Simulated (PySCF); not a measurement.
CH3F3O2W, SMILES [F][W]([F])([F])(=[O])[O]C, multiplicity 1. Atoms are numbered in the order given.

```xyz
10

W      0.0456     0.1884     0.1229
O      1.5911     0.7844     0.5202
F     -1.1180     1.0774     1.3054
F     -0.6522     1.3440    -1.1905
F     -0.2961    -1.2898     1.2560
O      0.4150    -1.0905    -1.1917
C     -0.0518    -2.3001    -1.7365
H     -0.3947    -2.9704    -0.9173
H     -0.8975    -2.1144    -2.4331
H      0.7732    -2.7918    -2.2905
```

Coordinates come from a PBE-D3(BJ)/def2-SVP optimisation. The spin state was assumed, not searched. The def2 effective core potentials stand for the cores of W; spin–orbit coupling is left out. The values are those of a single conformer.

Computed with PBE/def2-TZVP (PySCF).

Task: Estimate the frontier levels, gap, dipole moment and polarisability. (The exact figures need the calculation; the answer reports its results.)

Result: 
```yaml
highest_occupied_level: -8.07 eV
lowest_empty_level: -4.04 eV
orbital_gap: 4.02 eV
dipole_moment: 3.95 D
quadrupole, principal values (traceless, Buckingham form, about the centre of nuclear charge): -7.07, -3.75, 10.82 D·Å
mean_static_polarisability: 63.4 bohr³ (9.39 Å³)
polarisability_principal_values: 53.9, 54.9, 81.4 bohr³
```
